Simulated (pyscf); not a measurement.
Single points on ωB97X-D3(BJ)/def2-SVP structures (PySCF, gas phase).

**Question.** Estimate the classical barrier height and the reaction energy of `[CH2][GaH][CH3]` [doublet] → `[CH3][Ga][CH3]` [doublet] at ωB97M-D3(BJ)/def2-TZVP. The step runs on the doublet surface, breaks Ga–H and forms C–H; take the reactant's lowest minimum found as zero.

**Answer.** ΔE‡ = 156.2 kJ/mol, ΔE = -89.1 kJ/mol. Zero-point energy shifts the barrier by -2.5 kJ/mol. It is a hydrogen shift, with an imaginary mode of 1593i cm⁻¹. One saddle was located; it need not be the lowest between these sides. Elements up to Kr have no core potential and no relativistic terms here.
